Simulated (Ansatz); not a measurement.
H3O2PSi, SMILES `OP1O[SiH2]1` at its PBE0-D4/def2-TZVP geometry, where that method's forces vanish. Charge 0, multiplicity 1.

```xyz
7

O     1.7757   -0.6466    0.2347
P     0.8097    0.6387    0.1474
O    -0.4194    0.2886    1.0994
Si   -1.5038   -0.1827   -0.2363
H     1.3403   -1.4684    0.4971
H    -0.0461    0.1383   -1.1306
H    -1.9564    1.2322   -0.6117
```

Problem. What forces (eV/Å) does ωB97M-V/def2-TZVPP give on these atoms in Ansatz? (Best estimate.)

Solution. Ansatz gave: 
```
O1  -0.011 -0.151  0.029
P2  -0.030  0.152 -0.062
O3   0.061  0.004 -0.023
Si4 -0.226 -0.001 -0.030
H5   0.036  0.039 -0.018
H6   0.085  0.061  0.082
H7   0.085 -0.104  0.022
```
